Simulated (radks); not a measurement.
Ir XIV, 64 electrons, occupied as [Kr] 4d10 4f14 5s2 5p2. All-electron calculation, scalar-relativistic Kohn-Sham, LDA (Slater exchange, Perdew-Wang correlation), spin-polarised, spherical densities, finite nucleus; open shells are filled with parallel spins first (spin-orbit coupling, left out, can overturn this in heavy ions); Fermi nuclear charge, rms radius 5.4032 fm. Program: a radial shooting solver on a logarithmic mesh with Libxc functionals.

Unscreened Slater integrals over Kohn-Sham orbitals (cm^-1). They are taken over the spin-up orbitals.

F0(5p,5p): 197010
F2(5p,5p): 107610
F0(5p,4f): 238430
F2(5p,4f): 79904
G2(5p,4f): 30758
G4(5p,4f): 26569
F0(5p,5s): 205690
G1(5p,5s): 139750
F0(5p,4d): 241790
F2(5p,4d): 76014
G1(5p,4d): 21728
G3(5p,4d): 21754
F0(4f,4f): 388060
F2(4f,4f): 193170
F4(4f,4f): 123070
F6(4f,4f): 89090
F0(4f,5s): 256940
G3(4f,5s): 36863
F0(4f,4d): 399050
F2(4f,4d): 196950
F4(4f,4d): 127100
G1(4f,4d): 226350
G3(4f,4d): 145880
G5(4f,4d): 104200
F0(5s,5s): 216220
F0(5s,4d): 261070
G2(5s,4d): 29372
F0(4d,4d): 414760
F2(4d,4d): 211060
F4(4d,4d): 141670

Derived for the open shells (J is the average intra-shell exchange parameter used in DFT+U). 5p: J = F2/5 = 21520 cm^-1.
